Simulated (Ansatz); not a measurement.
`[GeH3][SeH]` + `C[O][GaH2]` → `C[O][GaH][SeH]` + GeH₄ at 298.15 K and 1 bar (formal exchange of groups at the Se–Ge bond).

Computed with Ansatz on PBE0-D4/def2-TZVP structures; ΔE is electronic, products minus reactants. CCSD(T)/CBS is the MP2 limit (def2-TZVPP, def2-QZVPP) plus CCSD(T) − MP2 in def2-TZVPP, frozen cores. For Ga, Ge, Se outer-core shells are correlated without core-valence functions, which leaves a few kJ/mol of doubt a bond. Scalar relativity is left out up to krypton. One conformer a species, not always the lowest.

| species | CCSD(T)/CBS energy (Eh) | H − E (kJ/mol) | S (J/(mol·K)) |
| --- | --- | --- | --- |
| `[GeH3][SeH]` | -4479.23116 | 96.5 | 300.6 |
| `C[O][GaH2]` | -2040.16771 | 160.8 | 303.8 |
| `C[O][GaH][SeH]` | -4440.92521 | 170.6 | 365.5 |
| GeH₄ | -2078.49493 | 88.5 | 217.3 |

H − E and S are ideal-gas, rigid-rotor, harmonic terms from PBE0-D4/def2-TZVP, for one conformer and one mirror image of each species. 1 Eh = 2625.50 kJ/mol, R = 8.31446 J/(mol·K).

Question: By hand: ΔE, ΔH, ΔS and ΔG.

Answer: ΔE = (-4440.92521) + (-2078.49493) − (-4479.23116) − (-2040.16771) = -0.02127 Eh = -55.8 kJ/mol. Δ(H − E) = 170.6 + 88.5 − 96.5 − 160.8 = 1.8, so ΔH = -54.0 kJ/mol. ΔS = 365.5 + 217.3 − 300.6 − 303.8 = -21.6 J/(mol·K). ΔG = -54.0 − 298.15 × (-21.6)/1000 = -47.6 kJ/mol.

Question: By hand: the equilibrium constant, and the temperature at which ΔG would vanish if ΔH and ΔS stayed fixed.

Answer: log₁₀ K = −ΔG/(RT ln 10) = 8.3. ΔG = 0 at ΔH/ΔS = 2500 K.

ΔH outweighs TΔS. A doubt of 5 kJ/mol in ΔE shifts log₁₀ K by 0.9 here. Other conformers and mirror images would add mixing entropy, several J/(mol·K) or more a flexible species. These are equilibria of isolated gas molecules and say nothing of rates. Largest T1 diagnostic: 0.015 (customary marks: 0.02 for closed shells, 0.045 for open ones).
